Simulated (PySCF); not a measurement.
C5H7BO2.
Geometry (PBE0-D3(BJ)/def2-SVP, Å), atoms numbered from 1 in this order:
```xyz
15
C5H7BO2 angstrom
C     -3.3970    1.7991    0.2737
C     -2.0970    1.1660    0.1625
C     -1.0067    0.6325    0.0711
B      0.3598   -0.0307   -0.0361
O      0.9081   -0.4416   -1.2185
C      2.1794   -1.0027   -0.9470
C      2.3497   -0.8917    0.5842
O      1.1620   -0.2716    1.0429
H     -3.4214    2.7462   -0.2876
H     -4.1863    1.1484   -0.1341
H     -3.6457    2.0196    1.3235
H      2.9520   -0.4440   -1.4996
H      2.2025   -2.0467   -1.2990
H      2.4600   -1.8752    1.0689
H      3.2181   -0.2760    0.8696
```

Computed with PySCF at PBE0/pcSseg-1, non-relativistic, on one gas-phase PBE0-D3(BJ)/def2-SVP geometry that isn't relaxed in the solvent. The solvent is an IEF-PCM continuum (cavity from Bondi-type radii × 1.2). The model holds no explicit solvent molecules, cavitation or dispersion.

```tsv
run	E − E(gas) (kJ/mol)	HOMO (eV)	HOMO–LUMO gap (eV)	dipole (D)
gas	0.00	-7.57	7.38	0.77
P	-24.82	-7.84	7.46	0.85
Q	-13.35	-7.70	7.42	0.81
```

Problem. The runs were made in benzene and tetrahydrofuran. Which run belongs to which solvent?

Solution. P = tetrahydrofuran, Q = benzene. The dielectric constants are 2.271 (benzene), 7.426 (tetrahydrofuran), and the energy falls further as ε rises. In this model the ground state sees the solvent through ε alone.

Problem. How constant is the ratio of the lowering to (ε − 1)/(2ε + 1)?

Solution. 
| solvent | (ε − 1)/(2ε + 1) | E − E(gas) (kJ/mol) | ratio (kJ/mol) | polarisation term (kJ/mol) |
| --- | --- | --- | --- | --- |
| benzene | 0.229 | -13.35 | -58.2 | -14.42 |
| tetrahydrofuran | 0.405 | -24.82 | -61.2 | -28.58 |

The ratio changes by +5.2 % in size from benzene to tetrahydrofuran. The polarisation term is half the interaction of the solute with the induced surface charges.
